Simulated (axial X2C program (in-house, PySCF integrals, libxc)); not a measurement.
## Potential curves of MnS, two-component

All values were computed with an in-house all-electron X2C program for linear molecules (integrals from PySCF). Two-component (2c) means X2C with spin–orbit coupling and atomic mean-field two-electron Coulomb and Gaunt terms. Basis: Mn dyall-cv3z [9s10p6d3f2g], S dyall-av3z [9s8p3d2f] (cores contracted in-house); Gaussian nuclei, density fitting, unrestricted open shells. Masses: Mn 54.938 u, S 31.972 u.

State: Ω = 5/2 (⟨Sz⟩ = 2.50, ⟨Lz⟩ = 0.00 at PBE50). Energies in eV from the fragments at the same level (Mn + S). Fits are polynomials in 1 − R0/R over 0.85 to 1.23 times the lowest point R0.

```tsv
R (Å)	PBE50	PBE0
1.7931	-1.5004	-2.2136
1.8755	-2.1471	-2.7967
1.9373	-2.4414	-3.0482
1.9992	-2.6107	-3.1787
2.0610	-2.6825	-3.2151
2.1331	-2.6744	-3.1685
2.2053	-2.5956	-3.0523
2.2980	-2.4282	-2.8362
2.4114		-2.5160
```

Occupations by symmetry block were frozen at the best pattern of an incomplete PBE0 search. Dissociation energies refer to the lowest single-determinant-based atoms at the same level and basis. Density functionals use the spin component along the axis (collinear). The 2c atoms are single determinants rather than J levels; their spin–orbit lowering is only partly caught, and De is too large by that part. This holds for PBE50, PBE0. Without a current term, density functionals place determinants with orbital angular momentum somewhat too high. With several unpaired electrons one determinant need not be a pure state. Some points did not converge and are left out. This is the top spin component of a Σ state; components of lower Ω are not single determinants and can lie lower. The determinant is spin-polarised beyond a pure state at some levels (its spin-free form has ⟨S²⟩ too high), which makes Re and μ there less reliable. The stretched end of a curve changes character and is left out.

(1) What are Re, ωe and De at the PBE50 level?

(2) Fit the PBE0 curve near its minimum: give the equilibrium distance, the harmonic wavenumber and the well depth.

## Answers

(1) At PBE50, 2c: Re = 2.089 Å, ωe ≈ 476 cm⁻¹, De = 2.69 eV to Mn + S; Be follows as 0.191 cm⁻¹.

(2) At PBE0, 2c: Re = 2.059 Å, ωe ≈ 504 cm⁻¹, De = 3.22 eV to Mn + S; Be follows as 0.197 cm⁻¹.
